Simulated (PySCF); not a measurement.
Species: BH8NPbSi.
Z-matrix (Å and degrees, PBE0-D3(BJ)/def2-SVP geometry), rows numbered from 1:
```
B 
Pb  1  2.2875
N   2  2.1558  1  107.81
Si  3  1.7180  2  126.61  1   -28.69
H   1  1.2037  2  119.22  3   -10.37
H   1  1.2050  2  119.54  3   171.25
H   2  1.7697  1  114.46  3   113.68
H   2  1.7679  1  117.78  3  -118.90
H   3  1.0152  2  114.17  1   148.18
H   4  1.5017  3  113.32  2  -129.79
H   4  1.5041  3  115.11  2   108.04
H   4  1.5003  3  107.12  2   -10.74
```

Method used: PBE0-D3(BJ)/def2-SVP geometry optimisation, gas phase, def2 core potentials past Kr (PySCF).

Take the most abundant isotopes and a rigid rotor. The values belong to one conformer with, in the numbering `[BH2:1][PbH2:2][NH:3][SiH3:4]`, H–B1–Pb2–N3 -10° and 171°, B1–Pb2–N3–Si4 -29°.

Task: Give the principal moments of inertia and the rotational constants in cm⁻¹.

Result: Ia = 94.50, Ib = 386.56, Ic = 462.38 u·Å²; 505379 MHz·u·Å²/I gives 5348, 1307 and 1093 MHz, that is A = 0.17839, B = 0.04361, C = 0.03646 cm⁻¹.

Task: Classify the top.

Result: An asymmetric top: κ = (2 × 1307 − 5348 − 1093)/(5348 − 1093) = -0.90.

Task: What does the inertial defect say?

Result: Not planar: Δ = Ic − Ia − Ib = -18.68 u·Å². For a rigid frame Δ = −2 Σ m c², so Σ m c² = 9.34 u·Å² lies off the ab plane: 7.75 from hydrogen and 1.59 from heavier atoms. The atom farthest from that plane is 1.54 Å away.

Task: Give the other two planar moments, Paa and Pbb, and the rms extents of the mass along the axes.

Result: Paa = Σ m a² = (Ib + Ic − Ia)/2 = 377.22 and Pbb = Σ m b² = (Ia + Ic − Ib)/2 = 85.16 u·Å². With the mass M = 269.03 u, the rms extents √(P/M) along a, b and c are 1.18, 0.56, 0.19 Å.

Task: Give the coordinates in the principal-axis frame, origin at the centre of mass.

Result: The sense of each axis is arbitrary; atoms in the order of the calculation.
| atom | mass (u) | a (Å) | b (Å) | c (Å) |
| --- | --- | --- | --- | --- |
| B1 | 11.009 | 0.601 | 2.168 | -0.127 |
| Pb2 | 207.977 | 0.507 | -0.113 | 0.016 |
| N3 | 14.003 | -1.542 | -0.709 | -0.289 |
| Si4 | 27.977 | -2.943 | 0.213 | 0.083 |
| H5 | 1.008 | -0.361 | 2.772 | -0.523 |
| H6 | 1.008 | 1.620 | 2.740 | 0.168 |
| H7 | 1.008 | 1.360 | -0.964 | -1.281 |
| H8 | 1.008 | 0.991 | -0.864 | 1.541 |
| H9 | 1.008 | -1.650 | -1.612 | -0.741 |
| H10 | 1.008 | -3.959 | -0.548 | 0.885 |
| H11 | 1.008 | -3.682 | 0.760 | -1.107 |
| H12 | 1.008 | -2.494 | 1.389 | 0.899 |

Task: List the rotational levels J(Ka,Kc) to J = 4 (MHz).

Result: Above 0(0,0):
J = 1: 1(0,1) 2400, 1(1,1) 6441, 1(1,0) 6655
J = 2: 2(0,2) 7193, 2(1,2) 11027, 2(1,1) 11670, 2(2,1) 23792, 2(2,0) 23801
J = 3: 3(0,3) 14361, 3(1,3) 17902, 3(1,2) 19188, 3(2,2) 30993, 3(2,1) 31035, 3(3,1) 51738, 3(3,0) 51738
J = 4: 4(0,4) 23880, 4(1,4) 27058, 4(1,3) 29201, 4(2,3) 40588, 4(2,2) 40712, 4(3,2) 61355, 4(3,1) 61356, 4(4,1) 90375, 4(4,0) 90375
The levels of one J sum to (2J + 1)J(J + 1)(A + B + C)/3.

Task: Which lines would a microwave search look for?

Result: The dipole components are |μa| = 2.06 D, |μb| = 0.47 D, |μc| = 0.37 D. The squared components, which scale the intensities, stand as 1.00 : 0.05 : 0.03 (a : b : c). Some lines, for components of 0.1 D or more:

```json
{"type": "a", "branch": "R", "J(Ka,Kc)": "1(0,1) ← 0(0,0)", "MHz": "2400", "lower level (cm⁻¹)": "0.000"}
{"type": "b", "branch": "Q", "J(Ka,Kc)": "2(1,1) ← 2(0,2)", "MHz": "4478", "lower level (cm⁻¹)": "0.240"}
{"type": "c", "branch": "R", "J(Ka,Kc)": "1(1,0) ← 0(0,0)", "MHz": "6655", "lower level (cm⁻¹)": "0.000"}
{"type": "a", "branch": "R", "J(Ka,Kc)": "3(1,3) ← 2(1,2)", "MHz": "6874", "lower level (cm⁻¹)": "0.368"}
{"type": "c", "branch": "Q", "J(Ka,Kc)": "3(2,2) ← 3(1,2)", "MHz": "11806", "lower level (cm⁻¹)": "0.640"}
{"type": "c", "branch": "R", "J(Ka,Kc)": "3(1,2) ← 2(0,2)", "MHz": "11995", "lower level (cm⁻¹)": "0.240"}
{"type": "c", "branch": "Q", "J(Ka,Kc)": "2(2,1) ← 2(1,1)", "MHz": "12122", "lower level (cm⁻¹)": "0.389"}
{"type": "b", "branch": "R", "J(Ka,Kc)": "2(2,1) ← 1(1,0)", "MHz": "17137", "lower level (cm⁻¹)": "0.222"}
{"type": "c", "branch": "R", "J(Ka,Kc)": "2(2,1) ← 1(1,1)", "MHz": "17351", "lower level (cm⁻¹)": "0.215"}
{"type": "b", "branch": "R", "J(Ka,Kc)": "3(3,1) ← 2(2,0)", "MHz": "27937", "lower level (cm⁻¹)": "0.794"}
```

Task: Estimate the classical rotational partition function at 25 K, 50 K and 200 K.

Result: Point group C1, symmetry number σ = 1; q = (√π/σ)·√((kT/h)³/(ABC)), k/h = 20836.6 MHz/K: 7620 at 25 K, 21600 at 50 K, 172000 at 200 K.

PBE0-D3(BJ)/def2-SVP frequencies: not computed here. These are rigid-rotor constants of the computed structure; measured ground-state constants (B0) also hold zero-point vibration. A rigid rotor knows nothing of internal rotation, which can split or shift real lines. Quadrupole hyperfine structure (11B, 14N) is left out.
